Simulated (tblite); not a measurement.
Record of a relaxation.

C7H10ClNSi.
SMILES with atom numbers: `[N:1]#[C:2][CH2:3][C@@H:4]1[CH:5]=[CH:6][CH2:7][CH2:8][Si@H:9]1[Cl:10]` (hydrogens: H11, H12 on C3; H13 on C4; H14 on C5; H15 on C6; H16, H17 on C7; H18, H19 on C8; H20 on Si9)

Computed with GFN2-xTB (tblite), gas phase: L-BFGS steps from a force-field or distance-geometry start until the largest atomic force falls under 0.01 eV/Å. 5 of its 70 geometries are shown.

Step 0: E = -795.9582 eV, largest atomic force 2.390 eV/Å
```
atom  x, y, z in Å  |  force x, y, z in eV/Å
N1      2.844   -0.941   -1.787   -0.469   0.933   1.037
C2      2.539   -0.222   -0.937    0.424  -0.427  -0.441
C3      2.178    0.649    0.167    0.711   0.479   0.242
C4      0.713    0.502    0.561    0.905   0.979   1.983
C5      0.424   -0.873    1.018   -0.401  -0.624  -0.350
C6     -0.634   -1.554    0.597    1.082  -0.579   0.808
C7     -1.652   -1.076   -0.337   -1.690  -0.357  -0.889
C8     -2.074    0.367   -0.133    1.057   0.767   0.361
Si9    -0.475    1.241   -0.631   -1.434   1.283  -0.804
Cl10   -0.775    3.272   -0.368    0.339  -0.483  -0.091
H11     2.756    0.404    1.081    0.209  -0.164  -0.607
H12     2.406    1.725   -0.053   -0.106  -0.837  -0.174
H13     0.619    1.135    1.508    0.107  -0.381  -0.704
H14     1.124   -1.340    1.709   -0.119   0.243  -0.134
H15    -0.740   -2.558    1.003   -0.202   0.116  -0.227
H16    -2.550   -1.684   -0.178    0.037  -0.285  -0.269
H17    -1.351   -1.166   -1.405   -0.056  -0.404   0.621
H18    -2.199    0.561    0.945   -0.653  -0.121  -0.445
H19    -2.920    0.678   -0.748   -0.044  -0.304   0.447
H20    -0.238    0.891   -2.014    0.304   0.166  -0.362
```

Step 17: E = -796.4479 eV, largest atomic force 0.123 eV/Å
```
atom  x, y, z in Å  |  force x, y, z in eV/Å
N1      2.769   -0.899   -1.768   -0.022   0.052   0.044
C2      2.528   -0.196   -0.899   -0.108  -0.051  -0.028
C3      2.215    0.673    0.206    0.074   0.011  -0.014
C4      0.735    0.575    0.632    0.065   0.020  -0.073
C5      0.406   -0.847    0.987   -0.066   0.001   0.020
C6     -0.634   -1.565    0.593   -0.025  -0.014   0.014
C7     -1.745   -1.141   -0.319    0.014   0.045  -0.035
C8     -2.073    0.343   -0.162   -0.014   0.037   0.032
Si9    -0.506    1.296   -0.633   -0.003   0.067  -0.007
Cl10   -0.637    3.307   -0.403   -0.013  -0.026   0.054
H11     2.867    0.392    1.039    0.002  -0.047   0.038
H12     2.468    1.696   -0.083   -0.058   0.058  -0.014
H13     0.657    1.170    1.553   -0.010  -0.023   0.044
H14     1.117   -1.316    1.657    0.050   0.015   0.000
H15    -0.712   -2.578    0.959    0.012  -0.110  -0.002
H16    -2.633   -1.750   -0.134    0.051   0.009   0.091
H17    -1.437   -1.335   -1.350   -0.009  -0.070  -0.076
H18    -2.330    0.517    0.884   -0.039   0.087   0.055
H19    -2.954    0.610   -0.745    0.069  -0.024  -0.094
H20    -0.107    1.058   -2.017    0.031  -0.038  -0.048
```

Step 34: E = -796.4806 eV, largest atomic force 0.046 eV/Å
```
atom  x, y, z in Å  |  force x, y, z in eV/Å
N1      2.646   -0.880   -1.788   -0.005   0.023   0.005
C2      2.462   -0.177   -0.905   -0.004  -0.022  -0.014
C3      2.210    0.685    0.219    0.028  -0.010  -0.018
C4      0.737    0.581    0.663    0.043   0.004  -0.015
C5      0.428   -0.851    0.993   -0.015  -0.008  -0.017
C6     -0.607   -1.573    0.594   -0.008   0.002  -0.032
C7     -1.753   -1.150   -0.274   -0.023   0.003  -0.007
C8     -2.058    0.348   -0.226   -0.012  -0.022   0.003
Si9    -0.474    1.302   -0.628   -0.005  -0.005   0.017
Cl10   -0.629    3.299   -0.312   -0.022   0.012  -0.002
H11     2.882    0.381    1.030   -0.015   0.017   0.005
H12     2.453    1.713   -0.068   -0.001  -0.003   0.030
H13     0.653    1.161    1.592    0.010   0.006   0.017
H14     1.168   -1.330    1.625    0.016   0.005  -0.011
H15    -0.642   -2.612    0.898   -0.035   0.004   0.030
H16    -2.642   -1.712    0.026    0.010  -0.004   0.012
H17    -1.528   -1.445   -1.305    0.008   0.011   0.019
H18    -2.409    0.606    0.776   -0.006  -0.003  -0.015
H19    -2.874    0.575   -0.913    0.021  -0.007   0.003
H20    -0.025    1.090   -2.002    0.018  -0.001  -0.009
```

Step 52: E = -796.4832 eV, largest atomic force 0.017 eV/Å
```
atom  x, y, z in Å  |  force x, y, z in eV/Å
N1      2.638   -0.861   -1.807    0.002   0.011  -0.002
C2      2.464   -0.167   -0.915    0.010   0.000  -0.007
C3      2.220    0.684    0.219    0.003  -0.004  -0.001
C4      0.747    0.578    0.661   -0.001  -0.001  -0.002
C5      0.434   -0.855    0.984   -0.010  -0.004   0.013
C6     -0.612   -1.571    0.604   -0.011   0.001  -0.004
C7     -1.760   -1.152   -0.264   -0.012   0.007  -0.003
C8     -2.058    0.347   -0.238   -0.005  -0.001  -0.002
Si9    -0.470    1.301   -0.623   -0.007  -0.001  -0.006
Cl10   -0.669    3.294   -0.305    0.003   0.002   0.005
H11     2.888    0.370    1.028   -0.001  -0.007   0.004
H12     2.467    1.715   -0.051   -0.006  -0.001   0.000
H13     0.663    1.149    1.597    0.010   0.011  -0.001
H14     1.178   -1.338    1.608    0.009   0.002   0.008
H15    -0.659   -2.603    0.927   -0.005  -0.002  -0.006
H16    -2.650   -1.706    0.045    0.008  -0.006   0.004
H17    -1.536   -1.460   -1.291    0.000   0.002   0.010
H18    -2.431    0.618    0.753    0.008  -0.004  -0.007
H19    -2.858    0.570   -0.944    0.006  -0.007  -0.001
H20    -0.002    1.100   -1.993    0.000   0.002  -0.004
```

Step 69: E = -796.4840 eV, largest atomic force 0.008 eV/Å
```
atom  x, y, z in Å  |  force x, y, z in eV/Å
N1      2.656   -0.826   -1.839   -0.004   0.004   0.004
C2      2.472   -0.155   -0.931   -0.006   0.000   0.001
C3      2.223    0.675    0.217    0.000   0.001  -0.001
C4      0.748    0.574    0.658    0.004   0.004  -0.002
C5      0.428   -0.854    0.994    0.005  -0.001  -0.004
C6     -0.618   -1.570    0.615   -0.001   0.001   0.001
C7     -1.763   -1.155   -0.258   -0.001   0.002  -0.001
C8     -2.058    0.344   -0.246   -0.003   0.000  -0.001
Si9    -0.468    1.299   -0.626   -0.001  -0.002   0.000
Cl10   -0.674    3.289   -0.290    0.004   0.001  -0.002
H11     2.887    0.345    1.024   -0.001  -0.004  -0.005
H12     2.475    1.708   -0.037   -0.003   0.001   0.007
H13     0.670    1.153    1.589    0.000   0.003   0.002
H14     1.169   -1.333    1.625    0.003  -0.002   0.003
H15    -0.669   -2.600    0.946   -0.005  -0.002   0.002
H16    -2.655   -1.706    0.056    0.003   0.000  -0.003
H17    -1.539   -1.473   -1.282    0.002  -0.002   0.003
H18    -2.438    0.624    0.739    0.004  -0.002  -0.001
H19    -2.853    0.562   -0.960    0.001  -0.001  -0.001
H20     0.002    1.109   -1.997   -0.002  -0.001   0.000
```

Problem. Summarise the path.

Solution. The energy falls by 0.5258 eV from step 0 to step 69; nine tenths of that is first reached at step 13. It rises by more than 0.2 meV at step 2. The largest force goes from 2.390 to 0.008 eV/Å. Among the bonds C4–Si9 changes most, from 1.838 to 1.911 Å; the atoms move by 0.185 Å rms after alignment.

Problem. Follow the three bonds and two angles with the largest change from start to end.

Solution. 
```
step  E above end (eV)  largest force (eV/Å)  C4–Si9 (Å)  C4–H13 (Å)  Si9–Cl10 (Å)  C7–C8–Si9 (°)  H18–C8–H19 (°)
   0            0.5258                 2.390       1.838       1.143         2.070           99.7           114.4
   3            0.2318                 0.882       1.916       1.087         2.014          103.1           111.3
   6            0.1119                 0.323       1.912       1.107         2.010          105.1           106.2
   9            0.0767                 0.236       1.917       1.096         2.040          105.0           105.9
  12            0.0543                 0.148       1.915       1.101         2.025          105.2           107.6
  15            0.0432                 0.162       1.913       1.100         2.016          106.2           106.9
  18            0.0327                 0.120       1.914       1.099         2.034          106.7           106.4
  21            0.0247                 0.111       1.915       1.101         2.030          107.1           106.7
  24            0.0164                 0.147       1.910       1.098         2.022          107.8           106.9
  27            0.0095                 0.103       1.908       1.099         2.031          108.6           107.1
  30            0.0057                 0.073       1.910       1.100         2.030          108.9           106.9
  33            0.0038                 0.055       1.911       1.099         2.027          108.7           106.8
  36            0.0028                 0.044       1.911       1.099         2.029          108.7           106.7
  39            0.0020                 0.043       1.911       1.100         2.028          108.9           106.6
  42            0.0015                 0.028       1.911       1.099         2.028          108.9           106.7
  45            0.0012                 0.026       1.911       1.099         2.029          109.0           106.8
  48            0.0010                 0.022       1.911       1.099         2.028          109.1           106.7
  51            0.0008                 0.017       1.911       1.099         2.028          109.1           106.6
  54            0.0006                 0.024       1.911       1.099         2.029          109.2           106.6
  57            0.0004                 0.016       1.912       1.099         2.029          109.3           106.7
  60            0.0003                 0.013       1.912       1.099         2.029          109.3           106.7
  63            0.0002                 0.016       1.911       1.099         2.029          109.3           106.7
  66            0.0001                 0.012       1.912       1.099         2.029          109.4           106.6
  69            0.0000                 0.008       1.911       1.099         2.029          109.3           106.7
```

What follows is the cost of the whole relaxation. The run took 2.1 s on an Intel Xeon at 2.50 GHz with one thread, shared host.
